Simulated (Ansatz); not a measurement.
Computed with B3LYP-D3(BJ)/def2-TZVP (Ansatz, a program for electronic structure). No frequencies were computed at this level.

Ansatz 0.2 input:
```yaml
crystal:
  periodic: [false, false, false]
  atoms:
    - { symbol: F, position_ang: [1.796963, 1.244664, 0.065503] }
    - { symbol: B, position_ang: [1.151258, 0.092241, 0.053912] }
    - { symbol: F, position_ang: [1.980751, -0.933273, 0.128993] }
    - { symbol: Si, position_ang: [-0.823055, -0.071423, -0.04736] }
    - { symbol: H, position_ang: [-1.448354, 0.191867, 1.254269] }
    - { symbol: H, position_ang: [-1.251272, -1.409655, -0.462627] }
    - { symbol: H, position_ang: [-1.406291, 0.885578, -0.992687] }
basis:
  gaussian: { orbitals: def2-tzvp }
hamiltonian:
  xc: b3lyp
  dispersion: d3bj
relax:
  max_steps: 150
```

Output:

```
Functional definition: B3LYP
874 factors; their error is unknown
mean field evaluation 1: about -14040.6751 eV, gradient 4.0e1 eV
mean field evaluation 2: about -14038.2415 eV, gradient 6.1e1 eV
mean field evaluation 4: about -14042.9788 eV, gradient 9.5e-1 eV
mean field evaluation 8: about -14043.0245 eV, gradient 1.5e-1 eV
mean field evaluation 16: about -14043.0246 eV, gradient 8.7e-6 eV
mean field -14043.02455836 eV, -516.0716338157 hartree, gradient 8.7e-6 eV, S^2 0.000000; 0 other end points of the search recorded, 0 dependent functions left out
reference -14043.02480937 eV, -516.0716430404 hartree; 20, 20 occupied and 128, 128 virtual orbitals, 874 factors
relax step   1: F+E_penalty+E_count = -14043.21018666 eV  Δ(F+E_penalty+E_count) = +0.000e0 eV  max|allowed force component| = 1.114e0 eV/Å  Δτ_max = 0.0000 Å  (25 SCF iters, accepted)
these checks for a lower state are left out or cut short: starts, cluster_reference, orbital_swaps, neighbouring_geometries, increment
874 factors; their error is unknown
mean field -14043.08084380 eV, -516.0737022675 hartree, gradient 1.6e-5 eV, S^2 0.000000; 0 other end points of the search recorded, 0 dependent functions left out
reference -14043.08109520 eV, -516.0737115062 hartree; 20, 20 occupied and 128, 128 virtual orbitals, 874 factors
relax step   2: F+E_penalty+E_count = -14043.26643808 eV  Δ(F+E_penalty+E_count) = -5.625e-2 eV  max|allowed force component| = 5.299e-1 eV/Å  Δτ_max = 0.0489 Å  (28 SCF iters, accepted)
these checks for a lower state are left out or cut short: starts, cluster_reference, orbital_swaps, neighbouring_geometries, increment
874 factors; their error is unknown
mean field -14043.08954413 eV, -516.0740219986 hartree, gradient 1.3e-5 eV, S^2 0.000000; 0 other end points of the search recorded, 0 dependent functions left out
reference -14043.08979583 eV, -516.0740312487 hartree; 20, 20 occupied and 128, 128 virtual orbitals, 874 factors
relax step   3: F+E_penalty+E_count = -14043.27443880 eV  Δ(F+E_penalty+E_count) = -8.001e-3 eV  max|allowed force component| = 1.239e-1 eV/Å  Δτ_max = 0.0216 Å  (28 SCF iters, accepted)
these checks for a lower state are left out or cut short: starts, cluster_reference, orbital_swaps, neighbouring_geometries, increment
874 factors; their error is unknown
mean field evaluation 32: about -14043.0435 eV, gradient 3.3e-3 eV
mean field -14043.08755741 eV, -516.0739489880 hartree, gradient 1.7e-5 eV, S^2 0.000000; 0 other end points of the search recorded, 0 dependent functions left out
reference -14043.08780898 eV, -516.0739582331 hartree; 20, 20 occupied and 128, 128 virtual orbitals, 874 factors
relax step   4: F+E_penalty+E_count = -14043.27282138 eV  Δ(F+E_penalty+E_count) = +1.617e-3 eV  max|allowed force component| = 3.108e-1 eV/Å  Δτ_max = 0.0156 Å  (29 SCF iters, rejected (line search))
these checks for a lower state are left out or cut short: starts, cluster_reference, orbital_swaps, neighbouring_geometries, increment
874 factors; their error is unknown
mean field -14043.08988447 eV, -516.0740345061 hartree, gradient 1.7e-5 eV, S^2 0.000000; 0 other end points of the search recorded, 0 dependent functions left out
reference -14043.09013616 eV, -516.0740437554 hartree; 20, 20 occupied and 128, 128 virtual orbitals, 874 factors
relax step   5: F+E_penalty+E_count = -14043.27486048 eV  Δ(F+E_penalty+E_count) = -4.217e-4 eV  max|allowed force component| = 5.231e-2 eV/Å  Δτ_max = 0.0076 Å  (29 SCF iters, accepted)
these checks for a lower state are left out or cut short: starts, cluster_reference, orbital_swaps, neighbouring_geometries, increment
874 factors; their error is unknown
mean field -14043.08997482 eV, -516.0740378264 hartree, gradient 1.7e-5 eV, S^2 0.000000; 0 other end points of the search recorded, 0 dependent functions left out
reference -14043.09022644 eV, -516.0740470733 hartree; 20, 20 occupied and 128, 128 virtual orbitals, 874 factors
relax step   6: F+E_penalty+E_count = -14043.27504221 eV  Δ(F+E_penalty+E_count) = -1.817e-4 eV  max|allowed force component| = 3.578e-3 eV/Å  Δτ_max = 0.0039 Å  (29 SCF iters, accepted)
874 factors; their error is unknown
mean field evaluation 64: about -14043.0900 eV, gradient 4.7e-3 eV
mean field -14043.08997482 eV, -516.0740378264 hartree, gradient 2.8e-5 eV, S^2 0.000000; 1 other end points of the search recorded, 0 dependent functions left out
reference -14043.09022644 eV, -516.0740470733 hartree; 20, 20 occupied and 128, 128 virtual orbitals, 874 factors
Total energy: -14043.27529383 eV, -516.0808481745 hartree
Atom 0 at     1.767057     1.275090     0.068490 Å, force    -0.000802    -0.000995    -0.000014 eV/Å
Atom 1 at     1.171817     0.091690     0.053814 Å, force     0.001944     0.000942    -0.000198 eV/Å
Atom 2 at     1.968487    -0.962926     0.133831 Å, force     0.000261     0.000525     0.000084 eV/Å
Atom 3 at    -0.852599    -0.077406    -0.055539 Å, force    -0.003578    -0.000853     0.002751 eV/Å
Atom 4 at    -1.419477     0.202544     1.286534 Å, force     0.001472    -0.000617    -0.002817 eV/Å
Atom 5 at    -1.243743    -1.442693    -0.471963 Å, force    -0.000220     0.000331     0.000341 eV/Å
Atom 6 at    -1.391542     0.913701    -1.015165 Å, force     0.000924     0.000668    -0.000147 eV/Å
Dipole moment:    -0.201594    -0.021311    -0.017939 e Å
```

Cost: around 40 core-seconds (rough).
